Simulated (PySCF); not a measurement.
Job file and geometry (Å, from PBE0-D3(BJ)/def2-SVP) of a spin–spin coupling run on `O=CO[C@@H]1CC[AsH]C1`, C₅H₉AsO₂, PySCF 2.14.0, density-fitted response routines, B3LYP/pcJ-1 As:pcSseg-1 indirect spin-spin coupling, non-relativistic, gas phase; density fitting, a coarse starting grid and PySCF grid level 2 are the driver's defaults:

```
$ OMP_NUM_THREADS=1 python probes_run.py task.json out

{"job": {"kind": "j", "xc": "B3LYP", "basis": "pcJ-1"}, "charge": 0, "multiplicity": 1}
O      2.681488    -1.001098     0.798094
C      2.654045    -0.525665    -0.301024
O      1.623486     0.105361    -0.855507
C      0.437475     0.247904    -0.060666
C     -0.453523    -0.983861    -0.175040
C     -1.781432    -0.684309     0.511751
As    -2.151994     1.270007     0.243113
C     -0.342937     1.451474    -0.546400
H      3.499924    -0.542148    -1.020247
H      0.743573     0.381199     0.990035
H     -0.608121    -1.184205    -1.249145
H      0.046023    -1.865317     0.255518
H     -2.607554    -1.277573     0.096564
H     -1.738335    -0.884005     1.591512
H     -1.701433     1.676887     1.645892
H      0.122446     2.407942    -0.270883
H     -0.438662     1.419532    -1.642965
```

Task: What does the program print?

Result: 
```
coarse grid: 65840 points
cycle   1  E = -2581.9099757796  dE =  2.712e-01  |g| = 1.211e+00  |ddm| = 3.544e+00
cycle   2  E = -2581.4518614905  dE =  4.581e-01  |g| = 1.917e+00  |ddm| = 1.783e+00
cycle   3  E = -2582.0659416667  dE = -6.141e-01  |g| = 4.611e-01  |ddm| = 1.419e+00
cycle   4  E = -2582.0974791430  dE = -3.154e-02  |g| = 1.839e-01  |ddm| = 3.506e-01
cycle   5  E = -2582.1029854149  dE = -5.506e-03  |g| = 4.253e-02  |ddm| = 1.315e-01
cycle   6  E = -2582.1032619406  dE = -2.765e-04  |g| = 9.597e-03  |ddm| = 2.859e-02
cycle   7  E = -2582.1032776468  dE = -1.571e-05  |g| = 2.705e-03  |ddm| = 9.858e-03
cycle   8  E = -2582.1032793861  dE = -1.739e-06  |g| = 8.242e-04  |ddm| = 3.011e-03
final grid: 139880 points
cycle   9  E = -2582.1032022271  dE =  1.031e-07  |g| = 1.325e-03  |ddm| = 3.661e-03
cycle  10  E = -2582.1032014198  dE =  8.074e-07  |g| = 2.337e-03  |ddm| = 2.760e-03
cycle  11  E = -2582.1032026156  dE = -1.196e-06  |g| = 3.303e-04  |ddm| = 1.766e-03
cycle  12  E = -2582.1032026357  dE = -2.011e-08  |g| = 3.603e-05  |ddm| = 2.208e-04
cycle  13  E = -2582.1032026359  dE = -2.510e-10  |g| = 8.731e-06  |ddm| = 3.678e-05
converged SCF energy = -2582.1032026359

Indirect spin-spin couplings (Hz)
  i      j    bonds     total        FC       PSO       DSO        SD
  0 O    1 C    1     30.129    16.572    13.645    -0.089         -
  0 O    3 C    3     -1.653    -2.019     0.388    -0.023         -
  0 O    8 H    2     -9.329   -10.873     1.139     0.405         -
  0 O    9 H    4      0.186    -0.042     0.481    -0.253         -
  0 O   11 H    5     -0.204    -0.129     0.120    -0.196         -
  0 O   16 H    5     -0.240    -0.309    -0.085     0.155         -
  1 C    2 O    1     39.913    32.269     7.807    -0.162         -
  1 C    3 C    2     -2.777    -2.508    -0.285     0.015         -
  1 C    4 C    3      0.203     0.178     0.013     0.011         -
  1 C    5 C    4     -0.176    -0.184     0.045    -0.038         -
  1 C    7 C    3      3.099     3.043     0.100    -0.044         -
  1 C    8 H    1    230.949   230.501    -0.824     1.272         -
  1 C    9 H    3      3.652     3.998    -0.542     0.197         -
  1 C   15 H    4     -0.210    -0.238     0.152    -0.124         -
  1 C   16 H    4     -0.272    -0.314     0.270    -0.228         -
  2 O    3 C    1     24.079    24.685    -0.424    -0.182         -
  2 O    4 C    2     -2.405    -2.686     0.316    -0.035         -
  2 O    5 C    3     -2.200    -2.330     0.111     0.019         -
  2 O    7 C    2     -7.261    -7.419     0.213    -0.054         -
  2 O    8 H    2    -43.787   -44.616     0.762     0.067         -
  2 O    9 H    2     -2.032    -1.449    -0.554    -0.029         -
  2 O   10 H    3     -1.677    -1.549     0.025    -0.153         -
  2 O   11 H    3      0.079     0.144    -0.022    -0.043         -
  2 O   14 H    4      0.295     0.256    -0.056     0.094         -
  2 O   15 H    3     -0.208    -0.122    -0.009    -0.077         -
  2 O   16 H    3     -2.741    -2.601     0.062    -0.201         -
  3 C    4 C    1     40.238    40.896    -1.002     0.343         -
  3 C    5 C    2      7.216     7.277    -0.181     0.121         -
  3 C    7 C    1     39.278    40.123    -1.217     0.372         -
  3 C    8 H    3      5.054     5.092     0.454    -0.493         -
  3 C    9 H    1    153.809   152.754    -0.496     1.551         -
  3 C   10 H    2     -6.700    -6.740    -0.217     0.258         -
  3 C   11 H    2     -3.166    -3.176    -0.184     0.193         -
  3 C   12 H    3     10.315    10.254     0.313    -0.251         -
  3 C   13 H    3     -0.258    -0.327    -0.079     0.148         -
  3 C   14 H    3      0.810     0.770    -0.187     0.227         -
  3 C   15 H    2     -3.272    -3.287    -0.171     0.186         -
  3 C   16 H    2     -5.706    -5.777    -0.175     0.247         -
  4 C    5 C    1     35.362    35.644    -0.586     0.304         -
  4 C    7 C    2      4.681     4.869    -0.284     0.097         -
  4 C    9 H    2     -1.509    -1.576    -0.128     0.195         -
  4 C   10 H    1    132.441   130.563     0.718     1.160         -
  4 C   11 H    1    141.412   139.709     0.605     1.099         -
  4 C   12 H    2     -1.852    -2.004     0.097     0.055         -
  4 C   13 H    2     -3.144    -3.270     0.046     0.079         -
  4 C   14 H    3      0.169     0.310     0.073    -0.213         -
  4 C   15 H    3      9.907     9.900     0.359    -0.352         -
  4 C   16 H    3      1.556     1.503    -0.108     0.162         -
  5 C    7 C    2      0.597     0.540     0.021     0.037         -
  5 C    8 H    5      0.910     0.887     0.265    -0.243         -
  5 C    9 H    3      1.193     1.030    -0.105     0.268         -
  5 C   10 H    2     -4.099    -4.255     0.019     0.137         -
  5 C   11 H    2     -1.829    -2.047     0.143     0.075         -
  5 C   12 H    1    146.777   144.718     0.891     1.168         -
  5 C   13 H    1    143.151   141.050     0.898     1.203         -
  5 C   14 H    2     -1.320    -1.291     0.017    -0.045         -
  5 C   15 H    3      4.606     4.746     0.301    -0.442         -
  5 C   16 H    3     -0.337    -0.322     0.115    -0.131         -
  7 C    9 H    2     -0.494    -0.590    -0.156     0.251         -
  7 C   10 H    3      3.154     3.027    -0.131     0.258         -
  7 C   11 H    3     11.497    11.443     0.365    -0.311         -
  7 C   12 H    3      1.577     1.698     0.234    -0.355         -
  7 C   13 H    3      0.267     0.319     0.216    -0.268         -
  7 C   14 H    2     -1.453    -1.378    -0.067    -0.007         -
  7 C   15 H    1    147.378   145.289     0.800     1.289         -
  7 C   16 H    1    141.260   139.103     0.812     1.345         -
  8 H    9 H    4     -1.285    -1.210     1.712    -1.788         -
  8 H   10 H    5      0.263     0.244     0.690    -0.671         -
  8 H   16 H    5      0.584     0.487     0.719    -0.623         -
  9 H   10 H    3     12.745    12.571     2.350    -2.176         -
  9 H   11 H    3      6.150     5.901    -0.432     0.681         -
  9 H   12 H    4     -0.555    -0.580     1.456    -1.431         -
  9 H   13 H    4      0.202    -0.205    -1.053     1.460         -
  9 H   14 H    4      0.677    -0.268    -1.412     2.357         -
  9 H   15 H    3      7.195     6.731    -0.388     0.852         -
  9 H   16 H    3     13.258    13.030     2.333    -2.105         -
 10 H   11 H    2    -13.378   -13.851     1.798    -1.324         -
 10 H   12 H    3     10.626    10.212    -0.363     0.776         -
 10 H   13 H    3     15.290    15.053     2.338    -2.101         -
 10 H   14 H    4     -1.452    -0.405     1.240    -2.287         -
 10 H   15 H    4     -0.234    -0.271     1.506    -1.468         -
 10 H   16 H    4      0.314    -0.167    -1.382     1.863         -
 11 H   12 H    3      1.102     0.852     0.888    -0.639         -
 11 H   13 H    3      9.604     9.254    -0.311     0.662         -
 11 H   14 H    4     -0.392    -0.230     0.737    -0.899         -
 11 H   15 H    4      1.606     1.605     1.700    -1.699         -
 11 H   16 H    4     -0.227    -0.311     1.435    -1.351         -
 12 H   13 H    2    -13.266   -14.305     2.356    -1.316         -
 12 H   14 H    3      6.444     7.727     1.288    -2.571         -
 12 H   15 H    4     -1.174    -0.475     1.567    -2.266         -
 12 H   16 H    4     -0.394    -0.136     0.569    -0.827         -
 13 H   14 H    3     13.390    12.456    -0.977     1.911         -
 13 H   15 H    4     -0.402     0.066     1.025    -1.493         -
 13 H   16 H    4     -0.922    -0.449     1.490    -1.963         -
 14 H   15 H    3      6.444     5.923    -0.492     1.013         -
 14 H   16 H    3     13.764    15.383     1.555    -3.174         -
 15 H   16 H    2    -12.960   -14.052     2.147    -1.056         -
```

Size and cost of the density-fitted run: 320 basis functions, 3.7 min wall time on 1 thread of an Arm Neoverse N1, shared host; peak memory 1.6 GiB.
